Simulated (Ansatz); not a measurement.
C2H6AlFO, SMILES `[CH3][Al]([OH])[CH2]F` at its PBE0-D4/def2-TZVP geometry, where that method's forces vanish. The species carries charge 0 and has multiplicity 1.

```xyz
11

C     0.9155    0.3872   -1.5609
Al   -0.1755    0.4288    0.0395
O    -0.9778    1.8724    0.4423
C    -0.4111   -1.1402    1.2340
F     0.3213   -2.2310    0.7410
H     1.8643   -0.1260   -1.3812
H     0.4091   -0.1653   -2.3592
H     1.1271    1.3914   -1.9347
H    -1.5466    1.9941    1.1995
H    -1.4577   -1.4597    1.3200
H    -0.0686   -0.9516    2.2596
```

**Question.** What forces (eV/Å) does r2SCAN-D4/def2-TZVPP give on these atoms in Ansatz 0.2.0? (An estimate is asked.)

**Answer.** The calculation gave: 
```
C1  -0.025  0.005  0.050
Al2  0.020 -0.031 -0.012
O3   0.002  0.022 -0.015
C4  -0.180  0.336  0.083
F5   0.204 -0.307 -0.137
H6  -0.013  0.010 -0.029
H7   0.029  0.009 -0.001
H8   0.005 -0.029 -0.012
H9  -0.022  0.020  0.022
H10 -0.008 -0.017  0.027
H11 -0.014 -0.019  0.023
```
